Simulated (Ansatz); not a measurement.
System: CH₅Ge, charge 0, doublet. CH5Ge (SMILES [CH3][GeH2], doublet).
B3LYP-D3(BJ)/def2-TZVP minimum from Ansatz (a program for electronic structure):
```xyz
7

Ge     0.3556    -0.0716    -0.2023
C     -1.2649     0.3943     0.8289
H      0.8523    -1.4935     0.1660
H      0.0746    -0.0113    -1.7259
H     -2.0575    -0.3195     0.5955
H     -1.6035     1.3956     0.5680
H     -1.0572     0.3545     1.8969
```
Charge 0, spin multiplicity 2.

Total energies in hartree (Ansatz). Radicals and triplets start from unrestricted determinants; spin-orbit coupling is neglected. Correlated methods leave the cores frozen (noble-gas shells, and filled d and f shells in the p block). No relativity. Where a partner has so few electrons that a lower coupled-cluster level is exact, that level stands in.

| species | HF/cc-pVTZ | CCSD(T)/cc-pVTZ | HF/cc-pVQZ | CCSD(T)/cc-pVQZ | CCSDT(Q)/cc-pVTZ |
|---|---|---|---|---|---|
| 1: CH5Ge (SMILES [CH3][GeH2], doublet) | -2116.16475 | -2116.49772 | -2116.17098 | -2116.51965 | -2116.49902 |
| 2: Ge (triplet) | -2075.36107 | -2075.42794 | -2075.36359 | -2075.43284 | -2075.42848 |
| 3: C (triplet) | -37.69157 | -37.78076 | -37.69331 | -37.78654 | -37.78126 |
| 4: H (doublet) | -0.49981 | -0.49981 | -0.49995 | -0.49995 | -0.49981 |

Task: Work out the atomisation energy (electronic, to ground-state atoms) in kJ/mol: take Hartree-Fock from cc-pVQZ, extrapolate the CCSD(T) correlation energy as X^-3 (X = 3, 4), and add CCSDT(Q) - CCSD(T) in cc-pVTZ. 1 hartree = 2625.5 kJ/mol.

Result: 
Species 1: correlation (64·(-0.34867) - 27·(-0.33297))/37 = -0.36013; step -0.00130; E1 = -2116.17098 + (-0.36013) + (-0.00130) = -2116.53241
Species 2: correlation (64·(-0.06925) - 27·(-0.06687))/37 = -0.07099; step -0.00054; E2 = -2075.36359 + (-0.07099) + (-0.00054) = -2075.43512
Species 3: correlation (64·(-0.09323) - 27·(-0.08919))/37 = -0.09618; step -0.00050; E3 = -37.69331 + (-0.09618) + (-0.00050) = -37.78999
Species 4: correlation (64·(0.00000) - 27·(0.00000))/37 = 0.00000; step +0.00000; E4 = -0.49995 + (0.00000) + (+0.00000) = -0.49995
-1·E1 +1·E2 +1·E3 +5·E4 = 0.80755 hartree = 2120.2 kJ/mol.
